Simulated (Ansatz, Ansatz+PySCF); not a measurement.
```xyz
2

B     0.0000    0.0000    0.0000
Mg    0.7263    0.9684    2.0967
```

Basis set: STO-3G (spherical functions). Frozen core: 2 orbitals. Correlation on ROHF uses semicanonical orbitals with singles. Charge 0, multiplicity 2.

Computed with Ansatz (development build ahead of 0.2.0); the reference of a correlated method needn't be the lowest determinant of its kind.

Q: Give the atomization energy at this shape (free ground-state atoms in the same class of orbitals less the molecule, no zero-point energy) of doublet MgB by full CI (lowest root of this spin), ROHF-CCSD(T), ROHF-CCSD, UHF-CCSD(T), UHF-CCSD.

A:

| method | atomization energy |
| --- | --- |
| full CI (lowest root of this spin) | 23.32 kcal/mol |
| ROHF-CCSD(T) | 22.89 kcal/mol |
| ROHF-CCSD | 22.33 kcal/mol |
| UHF-CCSD(T) | 22.41 kcal/mol |
| UHF-CCSD | 21.07 kcal/mol |

Caution for ROHF-CCSD(T), ROHF-CCSD, UHF-CCSD(T), UHF-CCSD: the reference determinant was not shown to be the lowest. Caution for UHF-CCSD(T), UHF-CCSD: large amplitudes, a single reference is doubtful; the unrestricted determinant is spin contaminated.

This basis has no polarisation functions and is too small for such energies, which can lie far from measured ones in either direction.
